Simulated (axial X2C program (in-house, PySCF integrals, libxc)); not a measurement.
## Spin–orbit effects along a row: molecules with Sc, PBE0

All values come from calculations with an axial X2C code built on PySCF integrals, spin-free (one-electron X2C) or two-component (2c: spin–orbit coupling with atomic mean-field Coulomb and Gaunt terms, which also bring small scalar terms), in Dyall basis sets with cores contracted in-house; open shells are unrestricted.

Basis sets: Br dyall-cv3z, Ca dyall-cv3z, Ge dyall-cv3z, K dyall-cv3z, Sc dyall-cv3z, Se dyall-cv3z.

```json
{"molecule": "KSc", "spin-free state": "M_S = 1, Λ = 1", "Re (Å)": "3.982", "ωe (cm⁻¹)": "82.4", "De (eV)": "0.22", "2c state": "Ω = 2", "Re 2c (Å)": "3.981", "ωe 2c (cm⁻¹)": "82.4", "De 2c (eV)": "0.21"}
{"molecule": "CaSc", "spin-free state": "M_S = 1/2, Λ = 0", "Re (Å)": "3.025", "ωe (cm⁻¹)": "196.6", "De (eV)": "0.17", "2c state": "Ω = 1/2", "Re 2c (Å)": "3.025", "ωe 2c (cm⁻¹)": "196.4", "De 2c (eV)": "0.17"}
{"molecule": "ScGe", "spin-free state": "M_S = 3/2, Λ = 0", "Re (Å)": "2.551", "ωe (cm⁻¹)": "272.8", "De (eV)": "2.04", "2c state": "Ω = 3/2", "Re 2c (Å)": "2.551", "ωe 2c (cm⁻¹)": "272.4", "De 2c (eV)": "n/a"}
{"molecule": "ScSe", "spin-free state": "M_S = 1/2, Λ = 0", "Re (Å)": "2.252", "ωe (cm⁻¹)": "437.8", "De (eV)": "4.38", "2c state": "Ω = 1/2", "Re 2c (Å)": "2.253", "ωe 2c (cm⁻¹)": "436.9", "De 2c (eV)": "4.32"}
{"molecule": "ScBr", "spin-free state": "M_S = 1, Λ = 2", "Re (Å)": "2.463", "ωe (cm⁻¹)": "305.1", "De (eV)": "4.07", "2c state": "Ω = 1", "Re 2c (Å)": "2.464", "ωe 2c (cm⁻¹)": "304.7", "De 2c (eV)": "3.98"}
```

Each entry is the lowest single determinant of a limited PBE0 search at one distance. De goes to single-determinant-based atoms at the same level (for ions the charge split of lowest energy) and is withheld (n/a) where an atom does not fit its ground term or J level. Main or longest-lived isotopes. One determinant is a doubtful description, or other states lie close, for KSc, CaSc, ScGe, ScBr; these need not be ground states, and all values refer to the states named. Some open-shell Ω = 0 determinants are out of reach, so the Ω given for KSc need not be the lowest component. With several unpaired electrons the Ω given is that of one determinant, not necessarily of the lowest component. Some light 2c atoms are not at their ground J level, so De misses part of their lowering (0.04 eV or less). The functionals have no current term, which raises determinants with orbital currents. Where the atoms have a lower orbital projection than the molecule, De at mean-field level may be about a tenth of an eV too small.
